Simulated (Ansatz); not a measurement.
Two isomers of CH9FSi3: A = `F[SiH]([SiH3])C[SiH3]`, B = `C[Si](F)([SiH3])[SiH3]`.

Gas-phase electronic energies from Ansatz, PBE0-D4/def2-TZVP geometries. CCSD(T)/CBS adds triple-zeta CCSD(T) − MP2 to the extrapolated MP2 energy (def2 sets, frozen cores). Functionals use def2-TZVPP. B3LYP here is the variant with VWN-RPA as its local correlation; programs differ in this. One conformer a species, not always the lowest.

(1) Which is lower in electronic energy at CCSD(T)/CBS, and by how much? (Estimate.)

(2) Give E(B) − E(A) in kJ/mol with r2SCAN-D4, B3LYP, CCSD/def2-TZVPP, ωB97M-V, MP2/def2-TZVPP, HF/def2-TZVPP, PBE0-D4. (Estimate.)

Largest T1 diagnostic: 0.013.

## Answers

(1) Ansatz gave: A, by 7.5 kJ/mol.

(2) The calculation gave: r2SCAN-D4 0.5, B3LYP 0.3, CCSD/def2-TZVPP 8.7, ωB97M-V 10.5, MP2/def2-TZVPP 14.0, HF/def2-TZVPP 12.2, PBE0-D4 -2.8. The order is the other way round with PBE0-D4.

From PBE to PBE0 (25 % exact exchange), in def2-TZVPP and without D4, E(B) − E(A) moves by +5.3 kJ/mol.
